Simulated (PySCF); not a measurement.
**Simulated absorption spectrum**

C2H6Cl4Si2.
Atom-mapped SMILES: `[CH3:1][Si:2]([CH3:3])([Cl:4])[Si:5]([Cl:6])([Cl:7])[Cl:8]` (hydrogens: H9, H10, H11 on C1; H12, H13, H14 on C3)

Level of theory: TDDFT CAM-B3LYP/def2-SVPD, vertical, gas phase, core orbitals frozen in the response (PySCF). Isolated species at its PBE0-D3(BJ)/def2-SVP geometry, gas phase. Torsions of this conformer, `[CH3:1][Si:2]([CH3:3])([Cl:4])[Si:5]([Cl:6])([Cl:7])[Cl:8]`: C1–Si2–Si5–Cl6 53°.

Computed states:

| state | E (eV) | f |
| --- | --- | --- |
| S1 | 6.60 | 0.050 |
| S2 | 6.89 | 0.062 |
| S3 | 6.99 | 0.182 |
| S4 | 7.46 | 0.0056 |
| S5 | 7.63 | 0.0000 |
| S6 | 7.79 | 0.040 |
| S7 | 7.86 | 0.016 |
| S8 | 7.96 | 0.0043 |
| S9 | 7.98 | 0.044 |
| S10 | 8.00 | 0.054 |

Each state is given a Gaussian of 0.25 eV full width at half maximum, with ε(max) = 2.175×10⁸ f / Δν̃ (Δν̃ the width in cm⁻¹). The width is an assumption, not a result. The curve ends short of the highest state used, and states not computed would add to its high-energy end.

Problem. What does the envelope look like, and where are its maxima?

Solution. 
```json
{"λ (nm)": "167.5", "ε (L mol⁻¹ cm⁻¹)": "546"}
{"λ (nm)": "168.4", "ε (L mol⁻¹ cm⁻¹)": "460"}
{"λ (nm)": "169.3", "ε (L mol⁻¹ cm⁻¹)": "443"}
{"λ (nm)": "170.2", "ε (L mol⁻¹ cm⁻¹)": "646"}
{"λ (nm)": "171.1", "ε (L mol⁻¹ cm⁻¹)": "1300"}
{"λ (nm)": "172.0", "ε (L mol⁻¹ cm⁻¹)": "2714"}
{"λ (nm)": "172.9", "ε (L mol⁻¹ cm⁻¹)": "5190"}
{"λ (nm)": "173.8", "ε (L mol⁻¹ cm⁻¹)": "8837"}
{"λ (nm)": "174.7", "ε (L mol⁻¹ cm⁻¹)": "13373"}
{"λ (nm)": "175.6", "ε (L mol⁻¹ cm⁻¹)": "18062"}
{"λ (nm)": "176.6", "ε (L mol⁻¹ cm⁻¹)": "22224"}
{"λ (nm)": "177.5", "ε (L mol⁻¹ cm⁻¹)": "24063"}
{"λ (nm)": "178.4", "ε (L mol⁻¹ cm⁻¹)": "23700"}
{"λ (nm)": "179.3", "ε (L mol⁻¹ cm⁻¹)": "21382"}
{"λ (nm)": "180.2", "ε (L mol⁻¹ cm⁻¹)": "17814"}
{"λ (nm)": "181.1", "ε (L mol⁻¹ cm⁻¹)": "13860"}
{"λ (nm)": "182.0", "ε (L mol⁻¹ cm⁻¹)": "10279"}
{"λ (nm)": "182.9", "ε (L mol⁻¹ cm⁻¹)": "7558"}
{"λ (nm)": "183.8", "ε (L mol⁻¹ cm⁻¹)": "5878"}
{"λ (nm)": "184.8", "ε (L mol⁻¹ cm⁻¹)": "5118"}
{"λ (nm)": "185.7", "ε (L mol⁻¹ cm⁻¹)": "5115"}
{"λ (nm)": "186.6", "ε (L mol⁻¹ cm⁻¹)": "5373"}
{"λ (nm)": "187.5", "ε (L mol⁻¹ cm⁻¹)": "5554"}
{"λ (nm)": "188.4", "ε (L mol⁻¹ cm⁻¹)": "5433"}
{"λ (nm)": "189.3", "ε (L mol⁻¹ cm⁻¹)": "4944"}
{"λ (nm)": "190.2", "ε (L mol⁻¹ cm⁻¹)": "4159"}
{"λ (nm)": "191.1", "ε (L mol⁻¹ cm⁻¹)": "3231"}
{"λ (nm)": "192.0", "ε (L mol⁻¹ cm⁻¹)": "2320"}
{"λ (nm)": "193.0", "ε (L mol⁻¹ cm⁻¹)": "1466"}
{"λ (nm)": "193.9", "ε (L mol⁻¹ cm⁻¹)": "896"}
{"λ (nm)": "194.8", "ε (L mol⁻¹ cm⁻¹)": "509"}
{"λ (nm)": "195.7", "ε (L mol⁻¹ cm⁻¹)": "269"}
{"λ (nm)": "196.6", "ε (L mol⁻¹ cm⁻¹)": "133"}
{"λ (nm)": "197.5", "ε (L mol⁻¹ cm⁻¹)": "61"}
{"λ (nm)": "198.4", "ε (L mol⁻¹ cm⁻¹)": "27"}
{"λ (nm)": "199.3", "ε (L mol⁻¹ cm⁻¹)": "11"}
```

Maxima: 188 nm (6.61 eV), ε about 5600, made up of S1 (96%); 178 nm (6.97 eV), ε about 24000, made up of S2 (20%) and S3 (80%) (ε in L mol⁻¹ cm⁻¹; maxima over ε = 5, shares over 10%). At its high-energy end, 7.40 eV, the curve is still rising (ε about 540, from S4).

Problem. Coming from long wavelengths, where does ε first pass 100 L mol⁻¹ cm⁻¹?

Solution. At about 197 nm (6.30 eV), 0.30 eV below S1.

Problem. What would ε be at 6.97 eV, the highest of these maxima, with half the width (0.125 eV)?

Solution. About 39500 L mol⁻¹ cm⁻¹ against 24200, a factor of about 1.6; a lone state at its own centre would give exactly 2.

Problem. On this curve, what absorbance would a 10⁻³ mol/L sample give at 193 nm over a 1 cm path?

Solution. 193 nm is 6.424 eV, where ε is about 1500 L mol⁻¹ cm⁻¹, so A = ε c l ≈ 1.5 (Beer–Lambert, with the gas-phase spectrum and the assumed width).

The vertical ionisation energy (ΔSCF) is 10.10 eV, 2.10 eV above S10.
